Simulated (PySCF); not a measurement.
The third ionisation energy along the 4d series

Calculated with PySCF 2.14 from differences of total energies of unrestricted determinants, without spin-orbit coupling. Values in eV. The last column holds reference values (NIST; (s) semi-empirical, (t) theoretical, else measured). Unmarked ones compare directly (S terms, centres of terms, or small fine structure); those marked * lie between the lowest fine-structure levels and include a spin-orbit shift.

```
                                                                              element        configurations     LDA     PBE  r2SCAN  MP2 (valence)  CCSD (valence and next inner shell)  CCSD(T) (valence and next inner shell)           reference
Zr (x2c-TZVPPall with one added diffuse shell each of s, p, d, f type, spin-free X2C)   [Kr] 4d2 → [Kr] 4d1  23.481  23.469  23.423         22.488                               22.866                                  22.880        23.170 (s) *
Nb (x2c-TZVPPall with one added diffuse shell each of s, p, d, f type, spin-free X2C)   [Kr] 4d3 → [Kr] 4d2  25.645  25.526  25.476         24.542                               24.939                                  24.965         25.04 (s) *
Mo (x2c-TZVPPall with one added diffuse shell each of s, p, d, f type, spin-free X2C)   [Kr] 4d4 → [Kr] 4d3  27.697  27.462  27.244         26.612                               26.959                                  26.996  27.13 ± 0.12 (s) *
Tc (x2c-TZVPPall with one added diffuse shell each of s, p, d, f type, spin-free X2C)   [Kr] 4d5 → [Kr] 4d4  30.200  30.002  29.990         29.442                               29.626                                  29.661         29.55 (s) *
Ru (x2c-TZVPPall with one added diffuse shell each of s, p, d, f type, spin-free X2C)   [Kr] 4d6 → [Kr] 4d5  28.951  28.682  28.259         27.781                               27.862                                  27.917         28.47 (s) *
Rh (x2c-TZVPPall with one added diffuse shell each of s, p, d, f type, spin-free X2C)   [Kr] 4d7 → [Kr] 4d6  31.527  31.264  31.038         30.680                               30.596                                  30.648         31.06 (s) *
Pd (x2c-TZVPPall with one added diffuse shell each of s, p, d, f type, spin-free X2C)   [Kr] 4d8 → [Kr] 4d7  33.611  33.240  33.076         32.745                               32.558                                  32.624         32.93 (s) *
Ag (x2c-TZVPPall with one added diffuse shell each of s, p, d, f type, spin-free X2C)   [Kr] 4d9 → [Kr] 4d8  35.615  35.118  34.697         34.837                               34.528                                  34.605    34.8 ± 0.3 (s) *
Cd (x2c-TZVPPall with one added diffuse shell each of s, p, d, f type, spin-free X2C)  [Kr] 4d10 → [Kr] 4d9  38.195  37.758  37.624         37.843                               37.351                                  37.423    37.468 ± 0.006 *
```

"Valence" correlates the outer s and p shells and, in groups 3 to 12 and the f block, the outer d or f shell, open or full, or the next shell where the ion has no valence electron left; the wider scheme adds the next inner shell.
